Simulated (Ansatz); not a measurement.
Consider the isomerisation: `O=CC([SiH3])[SiH3]` → `C=C[SiH2]O[SiH3]`.

Program: Ansatz. Geometries: PBE0-D4/def2-TZVP. ΔE: electronic, gas phase. CBS: MP2 limit from def2 TZ/QZ plus the TZ coupled-cluster correction, frozen cores. Functionals use def2-TZVPP. Each species was taken in one conformer, which may not be the lowest.

Task: Is it downhill or uphill in electronic energy at CCSD(T)/CBS, and by how much? (An estimate is asked.)

Result: Computed: Downhill: ΔE = -215.0 kJ/mol.

Task: What do these levels give: B97M-V, r2SCANh-D4, CAM-B3LYP-D4, ωB97X-V, revPBE, r2SCANh, CAM-B3LYP, LC-ωPBE, HF/def2-SVP, CCSD/def2-SVP, MP2/def2-TZVPP, CCSD(T)/def2-TZVPP? (Estimate.)

Result: The calculation gave: B97M-V -204.1, r2SCANh-D4 -200.5, CAM-B3LYP-D4 -213.7, ωB97X-V -195.7, revPBE -174.1, r2SCANh -200.9, CAM-B3LYP -215.6, LC-ωPBE -190.7, HF/def2-SVP -200.3, CCSD/def2-SVP -169.0, MP2/def2-TZVPP -209.3, CCSD(T)/def2-TZVPP -206.5 kJ/mol.

Largest T1 diagnostic among the species: 0.014.

From r2SCAN to r2SCAN0 (25 % exact exchange), in def2-TZVPP and without D4, ΔE moves by −8.0 kJ/mol. At CCSD(T), def2-SVP lies +53.0 kJ/mol from the extrapolated value and def2-TZVPP +8.6 kJ/mol.
